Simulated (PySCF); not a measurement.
Species: C7H9NO.
Atom-mapped SMILES: `[CH2:1]=[C:2]([CH3:3])[C:4]#[C:5][C:6](=[O:7])[NH:8][CH3:9]` (hydrogens: H10, H11 on C1; H12, H13, H14 on C3; H15 on N8; H16, H17, H18 on C9)

The closed-shell SCF was solved with PySCF and density fitting under several settings on one GFN2-xTB geometry (grid level 2 and gas phase unless stated).

```csv
settings,basis functions,SCF cycles,E (Eh),HOMO (eV),LUMO (eV),dipole (D)
PBE0/pcSseg-1,198,16,-401.5514,-7.18,-1.46,3.82
PBE0/def2-SVPD,255,16,-401.3273,-7.22,-1.54,3.88
```

Q: Estimate the row for these settings: BP86/def2-SVP.

A: 
```csv
settings,basis functions,SCF cycles,E (Eh),HOMO (eV),LUMO (eV),dipole (D)
BP86/def2-SVP,171,17,-401.7699,-5.79,-2.23,3.47
```

Q: Over all rows, what range does the HOMO–LUMO gap span?

A: From 3.56 eV (BP86/def2-SVP) to 5.72 eV (PBE0/pcSseg-1). The functional of the narrowest has no exact exchange, that of the widest 25 % exact exchange.

Q: Compare two rows with the functional PBE0: PBE0/pcSseg-1 and PBE0/def2-SVPD. Which energy is lower, and by how much?

A: PBE0/pcSseg-1 (198 functions) lies 0.2241 Eh or 141 kcal/mol below PBE0/def2-SVPD (255 functions). The smaller set gives the lower energy; the two sets aren't nested, so the variational bound doesn't order them by size.

Cycle counts include a coarse-grid stage where the run had one.

Conformer computed: `[CH2:1]=[C:2]([CH3:3])[C:4]#[C:5][C:6](=[O:7])[NH:8][CH3:9]`: C5–C6–N8–C9 -179°.

One conformer stands for the species.
